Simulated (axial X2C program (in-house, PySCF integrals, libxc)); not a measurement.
## Worked dissociation energy of RbB⁺: HF, scalar-relativistic

Computed with an axial X2C code built on PySCF integrals. Spin-free means the one-electron spin-free X2C Hamiltonian. Basis: Rb dyall-cv3z [12s13p8d4f1g], B dyall-v3z [7s6p2d1f] (cores contracted in-house); Gaussian nuclei, density fitting, unrestricted open shells. Masses: Rb 84.912 u, B 11.009 u.

Molecular state: M_S = 1/2, Λ = 0 (beyond evenly filled blocks: σα).

- E(Rb+) (2M_S = 0, M_L = 0): -2979.012525 hartree
- E(B) (2M_S = 1, M_L = 0): -24.539785 hartree
- E(RbB⁺) at Re: -3003.561806 hartree
- ωe: 118.6 cm⁻¹
- ωexe: 1.93 cm⁻¹

**Question.** Work out De and D0.

**Answer.** De = -2979.012525 + (-24.539785) − (-3003.561806) = 0.00950 hartree = 0.258 eV. The zero-point energy is ωe/2 − ωexe/4 = 59 cm⁻¹ = 0.007 eV, so D0 = 0.251 eV.

The state is one determinant whose occupation by symmetry is held fixed; it was picked as the lowest of a PBE0 search that is not exhaustive. De is counted from the lowest determinant-based energies of the atoms at the same level, without counterpoise correction. PBE0 can misorder states that lie within some tenths of an eV, so this need not be the ground state of the molecule. The nearest other spin-free determinant of the search, M_S = 1/2, Λ = 1, lies 0.39 eV up at the distance of the search.

Hartree–Fock lacks correlation and underbinds, often by eV.

Each atomic determinant is the lowest at this level and need not be a pure term. Totals compare only within one Hamiltonian and basis.
